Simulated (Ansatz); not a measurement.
The lowest singlet and triplet of FHSi (SMILES F[SiH]); geometries from B3LYP-D3(BJ)/def2-TZVP, each state relaxed from the structure named, with no frequency check.
Singlet (charge 0, multiplicity 1):
```tsv
atom	x (Å)	y (Å)	z (Å)
F	0.8441	-0.5754	0.0000
Si	-0.4348	0.4186	0.0000
H	-1.5091	-0.6821	0.0000
```

A positive gap puts the triplet lower; no zero-point energy. R- takes a restricted singlet. U- takes an unrestricted singlet (broken symmetry where lower, unprojected). The triplet is unrestricted in single-reference levels. Active spaces average the two states.

Frozen-core correlation.

Programs: Ansatz (Gaussian basis) for Hartree–Fock, density functionals and correlated methods. Values without a source in brackets are computed.

**Question.** Give the gap E(singlet) − E(triplet), vertical, at the singlet's geometry at the level U-SCS-MP2/cc-pV(Q+d)Z (spin-contaminated).

**Answer.** -39.4 kcal/mol

**Question.** What is the computed gap E(singlet) − E(triplet), vertical, at the singlet's geometry (R-CCSD/cc-pV(D+d)Z)?

**Answer.** -42.9 kcal/mol

**Question.** What gap E(singlet) − E(triplet), vertical, at the singlet's geometry does FIC-MRCISD+Q on SA-CASSCF(2,2)/cc-pV(Q+d)Z give?

**Answer.** -43.3 kcal/mol

Doubts at one or more of the structures used: a restricted determinant that unrestricted orbitals would lower (R-CCSD/cc-pV(D+d)Z).

Ansatz is a quantum-chemistry and plane-wave program.
